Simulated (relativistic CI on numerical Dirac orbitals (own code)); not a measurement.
## Hyperfine structure of Rh XXXVII, mass number 103

Calculated at this level of theory: Dirac-Coulomb-Breit CI, separate exchange-only KLI orbitals for each configuration, model QED (radiative potential, 1s self-energy scaled to tabulated hydrogen-like ionisation energies), unscaled Slater integrals (own radial code, finite nucleus).

Configurations in the expansion (outside the closed core 1s2): 2s2.2p5, 2s.2p6, 2p6.3s, 2p6.3p, 2p6.3d, 2s2.2p4.3s, 2s2.2p4.3p, 2s2.2p4.3d, 2s.2p5.3s, 2s.2p5.3p, 2s.2p5.3d, 2s2.2p4.4s, 2s2.2p4.4p, 2s2.2p4.4d, 2s2.2p4.4f, 2s.2p5.4s. Levels of other configurations are missing.

Nuclear spin I = 1/2, μ = -0.08829 μN (tables of Stone and Pyykkö). The electronic factors are computed for point nuclear moments, without core polarisation or the Bohr-Weisskopf and QED corrections.

| Level | E (eV) | A (GHz) |
| --- | --- | --- |
| 2s2.2p5 2P°_3/2 | 0.00 | -28.66 |
| 2s2.2p5 2P°_1/2 | 149.23 | -170.2 |
| 2s.2p6 2S_1/2 | 390.38 | -544.8 |
| 2s2.2p4.3s 4P_5/2 | 2878.54 | -51.63 |
| 2s2.2p4.3s 2P_3/2 | 2884.77 | -4.576 |
| 2s2.2p4.3s 2S_1/2 | 2909.46 | -144.9 |
| 2s2.2p4.3p 2P°_1/2 | 2972.30 | -45.52 |
| 2s2.2p4.3p 4D°_7/2 | 2985.53 | -19.26 |

Levels with J = 0, under 50 % of one LS term, or S terms without an open s electron are left out. Small factors come from cancelling terms and can be off by tens of per cent or more.

At this charge energies of transitions that change n are usually good to better than 1 %, and those within a shell (Δn = 0) to a few per cent.

Q: Give the hyperfine levels of 2s2.2p5 2P°_1/2 relative to its centre of gravity.

A: With K = F(F + 1) − I(I + 1) − J(J + 1), E = AK/2: F = 0: 127.7, F = 1: -42.56 GHz.

LS names give the leading component of a level, which can be under half, so a name can repeat, a term be missing and a line seem to break the LS rules.
